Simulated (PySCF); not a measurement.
Coordinates in bohr (charge 0 multiplicity 2):
```
Pd   -0.3502    0.0000    0.0000
Cl    3.7982   -0.0003    0.0000
Cl   -1.3734    4.0607    0.0000
Cl   -1.3740   -4.0605    0.0000
```

These are results of PySCF, UPBE0, basis Pd def2-SVP with ECP28, Cl def2-SVP (scalar-relativistic core potentials, no spin–orbit coupling, density fitting), not measurements.

This geometry of PdCl₃ is a stationary point at this level.

(1) What is the point group?

(2) Is it a minimum?

(3) List the harmonic modes with their infrared intensities.

Answers

(1) C2v.

(2) No: it has 1 imaginary mode, at 123i cm⁻¹ (b1).

(3) 
| symmetry | ω (cm⁻¹) | IR (km/mol) | type |
| --- | --- | --- | --- |
| b1 | 123i | – | bend |
| b2 | 95 | 0.0 | bend |
| a1 | 105 | 1.4 | bend |
| a1 | 354 | 1.8 | stretch |
| a1 | 385 | 26.6 | stretch |
| b2 | 416 | 57.3 | stretch |

Only a few start shapes were tried, so a lower isomer may exist. Other spin states or occupations of the open shell can lie lower. At this level a doublet minimum of C2v symmetry lies 8 kJ/mol below this structure.
